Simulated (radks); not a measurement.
Values are calculated unless marked as measured or tabulated.
Excited configurations of the vanadium ion V11+: one electron is placed in a higher orbital outside [Ne] 3s1. The ground configuration is [Ne] 3s2. Code: a radial shooting solver on a logarithmic mesh with Libxc functionals. Model: scalar-relativistic Kohn-Sham, LDA (Slater exchange, Perdew-Wang correlation), spin-polarised, spherical densities, finite nucleus; open shells are filled with parallel spins first; Fermi nuclear charge, rms radius 3.6002 fm. Excitation = E - E(ground); binding = E(ion) - E, where the ion is the core of charge +12; n* = 12/sqrt(2 binding) in atomic units. These energies are relativistic, and a one-electron ion of charge +12 with no core already has n* below n in this formula (scalar-relativistic equation, point nucleus: 3d 2.999, 4s 3.997, 4f 4.000, 5p 4.998, 5f 4.999, 6s 5.997, 6f 5.999, 7p 6.998, 7f 6.999). The quantum defect is therefore taken as that value minus n*, so that it holds no relativistic shift of the bare ion.

outer orbital  excitation (eV)  binding (eV)     n*  quantum defect  eigenvalue (eV)  <r> (bohr)
3d                      64.494        243.70  2.835           0.164          -229.49      0.7686
4s                      149.48        158.72  3.513           0.483          -152.71       1.558
4f                      181.82        126.38  3.937           0.062          -119.49       1.434
5p                      216.96        91.235  4.634           0.364          -87.869       2.624
5f                      227.18        81.018  4.918           0.082          -77.464       2.539
6s                      243.45        64.746  5.501           0.496          -62.526       3.808
6f                      252.00        56.198  5.904           0.095          -53.992       3.885
7p                      263.47        44.730  6.618           0.380          -43.218       5.431
7f                      266.95        41.244  6.892           0.107          -39.732       5.477

The Delta-SCF ionisation energy is 308.19 eV (NIST Atomic Spectra Database: 308.5 eV, semi-empirical). Self-interaction in the functional shifts the binding energies and quantum defects, so they are the method's values and not measured ones.
